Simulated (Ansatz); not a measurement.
Computed with CAM-B3LYP-D3(BJ)/def2-TZVP run with Ansatz (an electronic-structure program). No frequencies were computed at this level.

Ansatz 0.2 input:
```yaml
crystal:
  periodic: [false, false, false]
  atoms:
    - { symbol: S, position_ang: [1.5556, 0.280746, 0.076471] }
    - { symbol: B, position_ang: [-0.154648, 0.754043, -0.023028] }
    - { symbol: S, position_ang: [-1.539635, -0.358296, -0.074993] }
    - { symbol: H, position_ang: [1.423991, -1.046434, 0.094295] }
    - { symbol: H, position_ang: [-0.388823, 1.895524, -0.053205] }
    - { symbol: H, position_ang: [-0.896484, -1.525583, -0.01954] }
basis:
  gaussian: { orbitals: def2-tzvp }
hamiltonian:
  xc: cam_b3lyp
  dispersion: d3bj
relax:
  max_steps: 150
```

Output:

```
Functional definition: CAM-B3LYP
843 factors; their error is unknown
263 factors; integrals over basis functions are off by at most 3.6e-6 eV
mean field evaluation 1: about -22397.2717 eV, gradient 1.8e1 eV
mean field evaluation 2: about -22397.7668 eV, gradient 1.4e1 eV
mean field evaluation 4: about -22398.2664 eV, gradient 1.0e0 eV
mean field evaluation 8: about -22398.2999 eV, gradient 1.2e-1 eV
mean field -22398.29992438 eV, -823.1223401081 hartree, gradient 7.8e-5 eV, S^2 0.000000; 0 other end points of the search recorded, 0 dependent functions left out
reference -22398.30003048 eV, -823.1223440073 hartree; 20, 20 occupied and 103, 103 virtual orbitals, 843 factors
relax step   1: F+E_penalty+E_count = -22398.41317689 eV  Δ(F+E_penalty+E_count) = +0.000e0 eV  max|allowed force component| = 6.452e-1 eV/Å  Δτ_max = 0.0000 Å  (24 SCF iters, accepted)
these checks for a lower state are left out or cut short: starts, cluster_reference, orbital_swaps, neighbouring_geometries, increment
843 factors; their error is unknown
263 factors; integrals over basis functions are off by at most 3.7e-6 eV
mean field evaluation 16: about -22398.2824 eV, gradient 8.4e-3 eV
mean field -22398.31356130 eV, -823.1228412557 hartree, gradient 1.2e-5 eV, S^2 0.000000; 0 other end points of the search recorded, 0 dependent functions left out
reference -22398.31366771 eV, -823.1228451660 hartree; 20, 20 occupied and 103, 103 virtual orbitals, 843 factors
relax step   2: F+E_penalty+E_count = -22398.42631474 eV  Δ(F+E_penalty+E_count) = -1.314e-2 eV  max|allowed force component| = 1.707e-1 eV/Å  Δτ_max = 0.0348 Å  (29 SCF iters, accepted)
these checks for a lower state are left out or cut short: starts, cluster_reference, orbital_swaps, neighbouring_geometries, increment
843 factors; their error is unknown
263 factors; integrals over basis functions are off by at most 3.7e-6 eV
mean field -22398.31304452 eV, -823.1228222642 hartree, gradient 1.3e-5 eV, S^2 0.000000; 0 other end points of the search recorded, 0 dependent functions left out
reference -22398.31315111 eV, -823.1228261815 hartree; 20, 20 occupied and 103, 103 virtual orbitals, 843 factors
relax step   3: F+E_penalty+E_count = -22398.42557551 eV  Δ(F+E_penalty+E_count) = +7.392e-4 eV  max|allowed force component| = 1.695e-1 eV/Å  Δτ_max = 0.0224 Å  (29 SCF iters, rejected (line search))
these checks for a lower state are left out or cut short: starts, cluster_reference, orbital_swaps, neighbouring_geometries, increment
843 factors; their error is unknown
263 factors; integrals over basis functions are off by at most 3.8e-6 eV
mean field evaluation 32: about -22398.3150 eV, gradient 2.7e-5 eV
mean field -22398.31495801 eV, -823.1228925838 hartree, gradient 1.3e-5 eV, S^2 0.000000; 0 other end points of the search recorded, 0 dependent functions left out
reference -22398.31506454 eV, -823.1228964986 hartree; 20, 20 occupied and 103, 103 virtual orbitals, 843 factors
relax step   4: F+E_penalty+E_count = -22398.42758586 eV  Δ(F+E_penalty+E_count) = -1.271e-3 eV  max|allowed force component| = 2.951e-2 eV/Å  Δτ_max = 0.0112 Å  (30 SCF iters, accepted)
these checks for a lower state are left out or cut short: starts, cluster_reference, orbital_swaps, neighbouring_geometries, increment
843 factors; their error is unknown
263 factors; integrals over basis functions are off by at most 3.8e-6 eV
mean field -22398.31507376 eV, -823.1228968374 hartree, gradient 1.7e-5 eV, S^2 0.000000; 0 other end points of the search recorded, 0 dependent functions left out
reference -22398.31518032 eV, -823.1229007536 hartree; 20, 20 occupied and 103, 103 virtual orbitals, 843 factors
relax step   5: F+E_penalty+E_count = -22398.42764937 eV  Δ(F+E_penalty+E_count) = -6.351e-5 eV  max|allowed force component| = 5.522e-3 eV/Å  Δτ_max = 0.0055 Å  (24 SCF iters, accepted)
843 factors; their error is unknown
263 factors; integrals over basis functions are off by at most 3.8e-6 eV
mean field -22398.31507376 eV, -823.1228968374 hartree, gradient 1.8e-5 eV, S^2 0.000000; 1 other end points of the search recorded, 0 dependent functions left out
reference -22398.31518032 eV, -823.1229007536 hartree; 20, 20 occupied and 103, 103 virtual orbitals, 843 factors
Total energy: -22398.42775593 eV, -823.1270378308 hartree
Atom 0 at     1.576163     0.300524     0.077685 Å, force    -0.000573    -0.000769    -0.000038 eV/Å
Atom 1 at    -0.149691     0.729887    -0.020925 Å, force     0.001128    -0.005522     0.000089 eV/Å
Atom 2 at    -1.566347    -0.348383    -0.076317 Å, force     0.000841    -0.000488     0.000114 eV/Å
Atom 3 at     1.474083    -1.036685     0.096112 Å, force    -0.000132     0.001534     0.000020 eV/Å
Atom 4 at    -0.387849     1.891142    -0.054238 Å, force    -0.000775     0.003764    -0.000080 eV/Å
Atom 5 at    -0.946358    -1.536485    -0.022318 Å, force    -0.000489     0.001480    -0.000105 eV/Å
Dipole moment:     0.060694    -0.295939     0.008488 e Å
```

Cost: around 12 core-seconds (rough).
